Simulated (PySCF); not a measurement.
# How methods differ on the ionisation energy of Sm

Sm [Xe] 4f6 6s2 (7F) → Sm+ [Xe] 4f6 6s1 (8F), as a difference of total energies. Computed with PySCF 2.14 in ANO-RCC-VTZP (8s7p5d3f2g1h, 104 functions), with scalar relativity by spin-free X2C-1e. Correlated levels: valence: [Kr] 4d10 frozen. The calculations carry no spin-orbit coupling.

| method | ionisation energy (eV) | plus first-order spin-orbit estimate | error of that sum (eV) |
| --- | --- | --- | --- |
| UHF | 4.590 | 4.601 | -1.043 |
| MP2 (valence) | 5.476 | 5.487 | -0.157 |
| SCS-MP2 (valence) | 5.540 | 5.552 | -0.092 |
| CCSD (valence) | 5.453 | 5.464 | -0.180 |
| CCSD(T) (valence) | 5.555 | 5.566 | -0.078 |

Reference: 5.644 eV (measured; NIST Atomic Spectra Database, ionization energies).

A first-order spin-orbit estimate (lowest level to lowest level, LS coupling) adds 0.011 eV.

Errors of the correlated levels include the incompleteness of this basis and the frozen core.
